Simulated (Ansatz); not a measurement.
Nudged elastic band run: CHFSSi

Input file:

```yaml
crystal:
  periodic: [false, false, false]
  atoms:
    - { symbol: F, position_ang: [-0.363054, -1.703792, 1.473543] }
    - { symbol: Si, position_ang: [-0.169235, -0.566985, 0.300002] }
    - { symbol: C, position_ang: [0.656472, 0.979105, 0.045391] }
    - { symbol: S, position_ang: [-1.485711, 0.263028, -0.999049] }
    - { symbol: H, position_ang: [1.361538, 1.028643, -0.819877] }
basis:
  gaussian: { orbitals: cc-pVDZ }
hamiltonian:
  xc: pbe
  dispersion: d4
neb:
  order_check: false
  images: 5
  f_tol: 0.03
  max_iterations: 60
  final_atoms:
    - { symbol: F, position_ang: [-0.35847704, -1.96709936, 1.14261337] }
    - { symbol: Si, position_ang: [-0.07016095, -0.3498928, 0.91657577] }
    - { symbol: C, position_ang: [0.07671478, 1.41662868, 0.77456459] }
    - { symbol: S, position_ang: [-0.43888148, 0.52877074, -1.11125251] }
    - { symbol: H, position_ang: [0.79081469, 0.37159174, -1.72249122] }
  initial_path:
    images:
      - { positions_ang: [[-0.363054, -1.703792, 1.473543], [-0.169235, -0.566985, 0.300002], [0.656472, 0.979105, 0.045391], [-1.485711, 0.263028, -0.999049], [1.361538, 1.028643, -0.819877]] }
      - { positions_ang: [[-0.44853499, -1.76046749, 1.44829317], [-0.12860995, -0.56769178, 0.42566176], [0.66975382, 0.98976727, 0.13232423], [-1.24228229, 0.30151718, -1.00868379], [1.14968342, 1.03687383, -0.99758538]] }
      - { positions_ang: [[-0.53401598, -1.81714298, 1.42304334], [-0.0879849, -0.56839857, 0.55132152], [0.68303563, 1.00042953, 0.21925747], [-0.99885358, 0.34000635, -1.01831857], [0.93782883, 1.04510467, -1.17529376]] }
      - { positions_ang: [[-0.61949697, -1.87381847, 1.39779351], [-0.04735986, -0.56910535, 0.67698129], [0.69631745, 1.0110918, 0.3061907], [-0.75542487, 0.37849553, -1.02795336], [0.72597425, 1.0533355, -1.35300214]] }
      - { positions_ang: [[-0.53249033, -1.9049121, 1.31273347], [-0.05496022, -0.4960345, 0.75684611], [0.48978323, 1.14627076, 0.46231533], [-0.64991041, 0.42858726, -1.05571974], [0.74758773, 0.82608758, -1.47616517]] }
      - { positions_ang: [[-0.44548368, -1.93600573, 1.22767342], [-0.06256058, -0.42296365, 0.83671094], [0.283249, 1.28144972, 0.61843996], [-0.54439595, 0.478679, -1.08348612], [0.76920121, 0.59883966, -1.59932819]] }
      - { positions_ang: [[-0.35847704, -1.96709936, 1.14261337], [-0.07016095, -0.3498928, 0.91657577], [0.07671478, 1.41662868, 0.77456459], [-0.43888148, 0.52877074, -1.11125251], [0.79081469, 0.37159174, -1.72249122]] }
```

Run as:

```bash
$ ansatz run input.yaml --threads 1 --pin off --max-ram 2048MiB --backend cpu --events-out ev --progress --plain --runs-dir out
```

Output, in part (warnings, iteration lines, the closing report on the highest movable image, with atoms numbered from 0):

```
NEB end point (image 0): max|allowed force component| = 1.615e-2 eV/Å (the criterion of neb.relax_end_points is 1.000e-2)
NEB end point (image 6): max|allowed force component| = 1.054e-2 eV/Å (the criterion of neb.relax_end_points is 1.000e-2)
NEB iter   1: max|band force component| = 4.706e0 eV/Å  barrier→ = 3.6784 eV  barrier← = 2.1608 eV  Δτ_max = 0.2000 Å  (317 SCF iters)
NEB iter   2: max|band force component| = 1.755e0 eV/Å  barrier→ = 2.5327 eV  barrier← = 1.0152 eV  Δτ_max = 0.2000 Å  (171 SCF iters)
NEB iter   3: max|band force component| = 1.984e0 eV/Å  barrier→ = 2.2630 eV  barrier← = 0.7454 eV  Δτ_max = 0.0650 Å  (169 SCF iters)
NEB iter   4: max|band force component| = 6.590e-1 eV/Å  barrier→ = 2.1472 eV  barrier← = 0.6296 eV  CI = image 3  Δτ_max = 0.0998 Å  (156 SCF iters)
NEB iter   5: max|band force component| = 3.674e-1 eV/Å  barrier→ = 2.1813 eV  barrier← = 0.6638 eV  CI = image 3  Δτ_max = 0.0572 Å  (154 SCF iters)
NEB iter   6: max|band force component| = 2.247e-1 eV/Å  barrier→ = 2.1586 eV  barrier← = 0.6410 eV  CI = image 3  Δτ_max = 0.0337 Å  (157 SCF iters)
NEB iter   7: max|band force component| = 1.249e-1 eV/Å  barrier→ = 2.1556 eV  barrier← = 0.6380 eV  CI = image 3  Δτ_max = 0.0224 Å  (156 SCF iters)
NEB iter   8: max|band force component| = 1.022e-1 eV/Å  barrier→ = 2.1545 eV  barrier← = 0.6369 eV  CI = image 3  Δτ_max = 0.0163 Å  (158 SCF iters)
NEB iter   9: max|band force component| = 5.589e-2 eV/Å  barrier→ = 2.1543 eV  barrier← = 0.6367 eV  CI = image 3  Δτ_max = 0.0136 Å  (154 SCF iters)
NEB iter  10: max|band force component| = 3.193e-2 eV/Å  barrier→ = 2.1543 eV  barrier← = 0.6367 eV  CI = image 3  Δτ_max = 0.0063 Å  (140 SCF iters)
NEB iter  11: max|band force component| = 8.783e-3 eV/Å  barrier→ = 2.1542 eV  barrier← = 0.6367 eV  CI = image 3  Δτ_max = 0.0000 Å  (289 SCF iters)
Total energy: -22466.70959770 eV, -825.6363492329 hartree
Atom 0 at    -0.615887    -1.791989     1.304158 Å, force     0.000872    -0.000674    -0.000429 eV/Å
Atom 1 at     0.048660    -0.463372     0.585551 Å, force    -0.001991     0.002069     0.000371 eV/Å
Atom 2 at     0.912865     1.096664     0.548260 Å, force    -0.001352    -0.001840    -0.002504 eV/Å
Atom 3 at    -0.840917     0.315228    -1.248001 Å, force    -0.003749    -0.002160     0.002066 eV/Å
Atom 4 at     0.495289     0.843468    -1.189959 Å, force     0.006221     0.002605     0.000497 eV/Å
Dipole moment:    -0.031975    -0.259114    -0.053077 e Å
```

It converged. A vibrational analysis at the climbing image gives one clearly imaginary mode, 640i cm⁻¹: a first-order saddle point. The orbitals stay closed-shell, which can raise the energy where a bond breaks towards radicals; this wasn't checked here.

Final band (atoms are numbered from 1 in the order of the input):

| image | path coordinate (Å) | energy (eV) | C3–H5 (Å) | S4–H5 (Å) |
| --- | --- | --- | --- | --- |
| 0 | 0.00 | 0.00 | 1.12 | 2.95 |
| 1 | 0.48 | 0.35 | 1.12 | 2.41 |
| 2 | 0.96 | 1.44 | 1.28 | 1.87 |
| 3 | 1.44 | 2.15 | 1.81 | 1.44 |
| 4 | 1.85 | 2.02 | 2.24 | 1.37 |
| 5 | 2.26 | 1.72 | 2.55 | 1.36 |
| 6 | 2.66 | 1.52 | 2.80 | 1.38 |

Time of the run: 100 s on 1 thread of Arm Neoverse V1, on a shared host, peak memory 0.13 GiB.
